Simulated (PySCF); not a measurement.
**Calculated NMR parameters of F[C@@H]([SiH3])[Si@@H](F)[SiH3]**

| Quantity | Value |
| --- | --- |
| Formula | CH8F2Si3 |
| SMILES | F[C@@H]([SiH3])[Si@@H](F)[SiH3] |
| Point group of the computed structure | C1 |
| Degrees of unsaturation | 0 |
| Carbon signals | 1 |
| Proton signals | 4 |

Mapped SMILES: `[F:1][C@@H:2]([SiH3:3])[Si@@H:4]([F:5])[SiH3:6]`. Hydrogens are named by the atom that carries them.

[PySCF 2.14: shielding tensors at PBE0/pcSseg-1 (GIAO); GFN2-xTB geometry; averaged over atoms made equivalent by symmetry, fast rotation or ring inversion; in vacuum; one conformer; no relativistic terms]

Referencing at the same level of theory: ¹H (σ = 31.72 ppm) and ¹³C (σ = 186.93 ppm) and ²⁹Si (σ = 349.16 ppm) against TMS; CFCl3 for ¹⁹F (σ = 170.95 ppm).

| carbon | δC, type | δH (multiplicity) | HMBC from (2–3 bonds) | span of the C tensor (ppm) |
| --- | --- | --- | --- | --- |
| C2 | 81.9, CH | 5.79 (m) | H(Si4), H(Si3), H(Si6) | 146 |

Other nuclei:
```csv
atoms,nucleus,environment,δ (ppm),σ (ppm)
H(Si4),¹H,"hydrogen on a silicon bonded to C, F, Si",5.95,25.76
H(Si3),¹H,hydrogen on a silicon bonded to C,4.12,27.60
H(Si6),¹H,hydrogen on a silicon bonded to Si,3.56,28.16
F5,¹⁹F,fluorine bonded to Si,-231.6,402.6
F1,¹⁹F,fluorine on an sp3 carbon,-313.4,484.3
Si4,²⁹Si,"silicon bonded to C, F, Si, H",22.7,326.5
Si3,²⁹Si,"silicon bonded to C, 3 H",-75.0,424.1
Si6,²⁹Si,"silicon bonded to Si, 3 H",-124.2,473.3
```

1. δC 81.9: sp3 CH bonded to F and 2 Si; the inductive effect lowers its shielding.
2. δH 5.95: hydrogen on a silicon bonded to C, F, Si.
3. δH 5.79: hydrogen on an sp3 CH bonded to F and 2 Si; its carbon carries F, hence the downfield position.
4. δH 4.12: hydrogen on a silicon bonded to C.
5. δH 3.56: hydrogen on a silicon bonded to Si.

Splittings by ¹⁹F in the carbon and heteronuclear signals aren't shown, as no couplings were computed. Shifts are as computed. Against solution values, carbons near 30 ppm lie about +3 ppm off and those near 130 ppm about +5 ppm. Of 1211 compounds with measured shifts, 218 miss one by over three times the rms of a fit or turn the order of signals round; such compounds aren't used in these exercises. Unscaled 19F shifts against computed CFCl3 carry errors that often reach 10 to 50 ppm. No couplings were computed; multiplicities are counted from neighbouring protons, with m where these are inequivalent, close in shift, in a saturated or five-membered ring or joined by F or P, and br s for small geminal =CH2 splittings.
